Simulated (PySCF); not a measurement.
Numbering as in the mapped SMILES `[CH:1]#[C:2][SiH2:3][C:4]#[C:5][SiH3:6]`; H(Xn) means a hydrogen on atom n.

Theory: structure optimised with GFN2-xTB, NMR shieldings at PBE0/pcSseg-1/GIAO, in PySCF 2.14 (relativity neglected, a single conformation, equivalent nuclei averaged, isolated molecule).

References, each an isolated molecule treated in the same way: TMS for $^{13}$C (σref 186.93), $^{1}$H (σref 31.72), $^{29}$Si (σref 349.16).

| atoms | nucleus | count | δ (ppm) |
| --- | --- | --- | --- |
| C2 | $^{13}$C | 1 | ? |
| C5 | $^{13}$C | 1 | 113.4 |
| H(Si6) | $^{1}$H | 3 | 4.25 |
| Si6 | $^{29}$Si | 1 | ? |
| C4 | $^{13}$C | 1 | 114.8 |
| C1 | $^{13}$C | 1 | 104.2 |
| Si3 | $^{29}$Si | 1 | -94.1 |
| H(Si3) | $^{1}$H | 2 | 4.75 |
| H(C1) | $^{1}$H | 1 | ? |

Task: Estimate the values marked ?.

Result: 
- C2: 83.7 ppm, alkyne carbon; sp carbons lie upfield of alkene carbons because the cylindrical π system leaves one tensor component strongly shielded
- H(C1): 1.93 ppm, hydrogen on a terminal alkyne carbon; it lies on the axis of the triple bond, in its shielding cone
- Si6: -99.1 ppm, silicon bonded to C, 3 H

Shifts are as computed. Against solution values, carbons near 30 ppm lie about +3 ppm off and those near 130 ppm about +5 ppm. Of 1211 compounds with measured shifts, 218 miss one by over three times the rms of a fit or turn the order of signals round; such compounds aren't used in these exercises.
